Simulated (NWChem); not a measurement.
C3HCl2F; SMILES FC(=C=CCl)Cl

```xyz
7

F     -1.5621     1.6089     0.2562
C     -0.4035     1.0558    -0.0513
Cl     0.9014     2.1671     0.0646
C     -0.2669    -0.1940    -0.4101
C     -0.1102    -1.4364    -0.7815
Cl     0.1994    -2.7397     0.3138
H     -0.1636    -1.7584    -1.8271
```
Atoms are numbered in this order, from 1.

Program: NWChem. The geometry was optimised at PBE0/def2-SVP. B3LYP is NWChem's, with the RPA form of VWN correlation. Level: B3LYP/def2-SVP with SMD (1 M gas to 1 M solution), gas-phase geometry.

### Question
Order these by “dipole in solution (D)”, lowest first: water; 1,4-dioxane; dichloromethane.

### Answer
1,4-dioxane (1.32), dichloromethane (1.48), water (1.54)
